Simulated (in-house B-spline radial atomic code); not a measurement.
Values are calculated unless marked as measured or tabulated.
# Sb ion on Sb atom: potential, deflection and energy transfer

The pair potential comes from two frozen, spherical free-atom densities (PBE, B-spline radial code, scalar-relativistic past argon): electrostatics plus the change in Thomas-Fermi kinetic and Dirac exchange energy where they overlap, the recipe behind the universal ZBL potential, which averages such potentials (from solid-state densities) over many pairs. It is written V = (Z1 Z2 e²/r) φ(r/a), with e² = 14.3996 eV·Å and a = 0.46850 Å/(Z1^0.23 + Z2^0.23); ZBL's fit is φ = 0.18175 e^(−3.1998x) + 0.50986 e^(−0.94229x) + 0.28022 e^(−0.4029x) + 0.02817 e^(−0.20162x). Where φ falls below 4e-4 it is continued as an exponential.

Masses 121.76 and 121.76 u.

```json
{"x = r/a": "0.1", "φ, this pair": "0.8864", "φ, ZBL": "0.8928"}
{"x = r/a": "0.25", "φ, this pair": "0.7604", "φ, ZBL": "0.7647"}
{"x = r/a": "0.5", "φ, this pair": "0.6089", "φ, ZBL": "0.6096"}
{"x = r/a": "1", "φ, this pair": "0.4155", "φ, ZBL": "0.4164"}
{"x = r/a": "1.5", "φ, this pair": "0.2979", "φ, ZBL": "0.2995"}
{"x = r/a": "2", "φ, this pair": "0.2205", "φ, ZBL": "0.2218"}
{"x = r/a": "3", "φ, this pair": "0.1298", "φ, ZBL": "0.1292"}
{"x = r/a": "4", "φ, this pair": "0.08143", "φ, ZBL": "0.08026"}
{"x = r/a": "5", "φ, this pair": "0.05367", "φ, ZBL": "0.05224"}
{"x = r/a": "6.5", "φ, this pair": "0.02976", "φ, ZBL": "0.02914"}
{"x = r/a": "8", "φ, this pair": "0.01749", "φ, ZBL": "0.01705"}
{"x = r/a": "10", "φ, this pair": "0.009269", "φ, ZBL": "0.008778"}
{"x = r/a": "12", "φ, this pair": "0.005075", "φ, ZBL": "0.00474"}
{"x = r/a": "14.5", "φ, this pair": "0.002534", "φ, ZBL": "0.002328"}
{"x = r/a": "17", "φ, this pair": "0.001342", "φ, ZBL": "0.001212"}
{"x = r/a": "20", "φ, this pair": "0.0006458", "φ, ZBL": "0.0005882"}
```

Question: At x = 0.5 the electrostatic, kinetic and exchange parts are 391258.92, 91349.98 and -1652.15 eV. Find r, V and φ.

Answer: a = 0.46850/(2.4703 + 2.4703) = 0.09483 Å, so r = 0.04741 Å. V = 391258.92 + 91349.98 + (-1652.15) = 480956.75 eV. The bare repulsion is 51 × 51 × 14.3996/0.04741 = 789920 eV, so φ = 0.6089, -0.1 % against ZBL's 0.6096. The kinetic (Pauli) term is 19 % of V here.

Question: The ion comes in at 78.99 keV with impact parameter 0.4741 Å. The scattering integral gives a centre-of-mass angle of 11.06° and a closest approach of 5.249 a. What are the reduced energy, the energy passed on and the laboratory angles?

Answer: ε = E a M2/(Z1 Z2 e² (M1 + M2)) = 78990 × 1.2660e-06 = 0.1. The most that one collision can pass on is γE with γ = 4 M1 M2/(M1 + M2)² = 1.0000. Here T = γE sin²(θ/2) = 1.0000 × 78990 × 0.009293 = 734.1 eV. The ion turns by arctan(sin θ/(cos θ + M1/M2)) = 5.5°, and the struck atom leaves at (180° − θ)/2 = 84.5°. The closest approach is 0.498 Å. With ZBL the angle would be 10.78° and T = 697.4 eV.
